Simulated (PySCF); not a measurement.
# Checking a proposed structure

A compound C5H10Si2 gives the data below (simulated from a calculation) and was assigned the structure `C#C[SiH2][SiH]1CCC1`.

$^{13}$C{$^{1}$H} NMR (computed): δ 84.7 (C), 80.6 (C), 6.6 (CH), 5.4 (CH3), -7.8 (CH2).

$^{1}$H NMR (400 MHz, computed): δ 5.05 (m, 2H), 4.85 (m, 2H), 2.28 (m, 1H), 1.97 (s, 3H), 0.58 (m, 1H), 0.54 (m, 1H).

[PySCF: GFN2-xTB geometry; σ from GIAO-PBE0/pcSseg-1; relativity neglected; single conformer; in vacuum; rapidly exchanging positions averaged]

Chemical shifts δ = σref − σ; $^{1}$H, $^{13}$C against TMS, all at this level.

Problem. Compare with the shifts computed for the proposed structure, pairing carbons in order of shift.

Solution. Atom-mapped SMILES (the numbers label the heavy atoms): `[CH:1]#[C:2][SiH2:3][SiH:4]1[CH2:5][CH2:6][CH2:7]1` (H(Xn): hydrogen on atom n).

| atom | computed for proposal | given list | difference |
| --- | --- | --- | --- |
| C1 | 105.9 | 84.7 | +21.2 |
| C2 | 83.5 | 80.6 | +2.9 |
| C6 | 24.6 | 6.6 | +18.0 |
| C5 | 10.2 | 5.4 | +4.8 |
| C7 | 10.2 | -7.8 | +18.0 |

The rms difference is 15.1 ppm and the largest +21.2 ppm at C1 (terminal alkyne carbon). The proposal also would give 4 carbon signals, not 5. The carbon types in order of shift don't match either: CH, C, CH2, CH2, CH2 for the proposal against C, C, CH, CH3, CH2 in the data. The proposal doesn't fit.

Problem. Which isomer fits?

Solution. `CC#CC1[SiH2]C[SiH2]1`.

- Carbon types of the structure: 2 × C, 1 × CH, 1 × CH2, 1 × CH3, leaving 4 H on heteroatoms.
- δC 84.7, 80.6: alkyne carbon; the triple bond shields along its axis, which puts it between sp3 and sp2 carbons.
- δC 5.4: propargylic methyl carbon; saturated and bonded to C and H only.
- δC -7.8: sp3 CH2 bonded to 2 Si; an electropositive neighbour leaves it electron-rich and shielded.
- δH 0.58, 0.54: hydrogen on an sp3 CH2 bonded to 2 Si; an electropositive neighbour shields it, as in TMS itself.

This is the structure that produced the data.

Shifts are as computed. Against solution values, carbons near 30 ppm lie about +3 ppm off and those near 130 ppm about +5 ppm. Of 1211 compounds with measured shifts, 218 miss one by over three times the rms of a fit or turn the order of signals round; such compounds aren't used in these exercises. Multiplicities follow the n + 1 count of equivalent neighbours, as no J values were calculated; m marks all less simple cases, F and P coupling included.
